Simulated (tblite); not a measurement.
C7H10F (doublet state).
Geometry (GFN2-xTB, Å), atoms numbered from 1 in this order:
```xyz
18
C7H10F angstrom
C     -0.6228    1.8211   -0.4951
C     -0.7107    0.3805   -0.7042
C     -1.9929   -0.3158   -0.1612
C     -1.1697   -1.0228    0.9221
F     -1.2613   -2.3991    0.9163
C      0.0826   -0.4611    0.3110
C      1.3681   -0.6503    0.5335
C      2.4690    0.0150   -0.2201
H     -0.1002    2.4541   -1.1846
H     -0.9793    2.2513    0.4212
H     -0.4678    0.1160   -1.7355
H     -2.7610    0.3581    0.2086
H     -2.4261   -1.0175   -0.8688
H     -1.3704   -0.7123    1.9535
H      1.6699   -1.3472    1.3064
H      2.0707    0.7285   -0.9356
H      3.0630   -0.7292   -0.7496
H      3.1302    0.5369    0.4704
```

Computed geometry: GFN2-xTB, gas phase. This method treats the open shell by occupation alone, without spin polarisation.

Take the most abundant isotopes and a rigid rotor. The values belong to one conformer with, in the numbering `[CH2:1][C@@H:2]1[CH2:3][C@@H:4]([F:5])/[C:6]1=[CH:7]/[CH3:8]`, H–C1–C2–C3 -150° and 38°.

**Question.** What are A, B and C (cm⁻¹)?

**Answer.** Ia = 192.34, Ib = 282.56, Ic = 437.94 u·Å²; 505379 MHz·u·Å²/I gives 2628, 1789 and 1154 MHz, that is A = 0.08765, B = 0.05966, C = 0.03849 cm⁻¹.

**Question.** Classify the top.

**Answer.** An asymmetric top: κ = (2 × 1789 − 2628 − 1154)/(2628 − 1154) = -0.14.

**Question.** What does the inertial defect say?

**Answer.** Not planar: Δ = Ic − Ia − Ib = -36.96 u·Å². For a rigid frame Δ = −2 Σ m c², so Σ m c² = 18.48 u·Å² lies off the ab plane: 10.07 from hydrogen and 8.41 from heavier atoms. The atom farthest from that plane is 1.51 Å away.

**Question.** Give the other two planar moments, Paa and Pbb, and the rms extents of the mass along the axes.

**Answer.** Paa = Σ m a² = (Ib + Ic − Ia)/2 = 264.08 and Pbb = Σ m b² = (Ia + Ic − Ib)/2 = 173.86 u·Å². With the mass M = 113.08 u, the rms extents √(P/M) along a, b and c are 1.53, 1.24, 0.40 Å.

**Question.** Estimate the classical rotational partition function at 100 K, 298.15 K and 500 K.

**Answer.** Point group C1, symmetry number σ = 1; q = (√π/σ)·√((kT/h)³/(ABC)), k/h = 20836.6 MHz/K: 72400 at 100 K, 373000 at 298.15 K, 809000 at 500 K.

For this open shell read J as N, the rotation without spin; fine and hyperfine splittings come on top. Its GFN2-xTB frequencies are all real (lowest 43 cm⁻¹). Zero-point vibration and centrifugal distortion are left out.

Hardware: an AMD EPYC 7B13 with one thread, shared host with 96 logical CPUs at a one-minute load of 24. Cost: 0.91 s. This is the geometry optimisation.
